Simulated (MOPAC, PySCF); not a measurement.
Br₄Si, SMILES `Br[Si](Br)(Br)Br`, neutral singlet in the gas phase. 

Cartesian coordinates (Å):
SMILES: Br[Si](Br)(Br)Br
```xyz
5

Br    -1.1100     1.7687    -0.7336
Si     0.0000     0.0000     0.0000
Br    -1.1039    -0.9172     1.6848
Br     2.0097     0.6229     0.6868
Br     0.2042    -1.4744    -1.6380
```
Charge 0, multiplicity 1.

All levels are single points at this geometry (PBE-D3(BJ)/def2-TZVP); Pople sets use spherical d functions. Orbital energies aren't observables, and empty levels follow the basis.

PM6 in MOPAC gives dipole (D) = 0.00.

Q: Estimate the dipole (D) from each of these levels: PBE-D3(BJ)/def2-TZVP in PySCF; B3LYP/6-311+G** (LANL2DZ on Br) in PySCF; B3LYP/6-31G* in PySCF; B3LYP/LANL2DZ in PySCF; BP86/6-31G* in PySCF; M06-2X/6-31G* in PySCF; SVWN5/6-31G* in PySCF; HF/3-21G in PySCF; HF/6-31G* in PySCF; HF/STO-3G in PySCF; PM3 in MOPAC; PM7 in MOPAC.

A: 
| level | dipole (D) |
|---|---|
| PBE-D3(BJ)/def2-TZVP in PySCF | 0.00 |
| B3LYP/6-311+G** (LANL2DZ on Br) in PySCF | 0.00 |
| B3LYP/6-31G* in PySCF | 0.00 |
| B3LYP/LANL2DZ in PySCF | 0.00 |
| BP86/6-31G* in PySCF | 0.00 |
| M06-2X/6-31G* in PySCF | 0.00 |
| SVWN5/6-31G* in PySCF | 0.00 |
| HF/3-21G in PySCF | 0.00 |
| HF/6-31G* in PySCF | 0.00 |
| HF/STO-3G in PySCF | 0.00 |
| PM3 in MOPAC | 0.00 |
| PM7 in MOPAC | 0.00 |
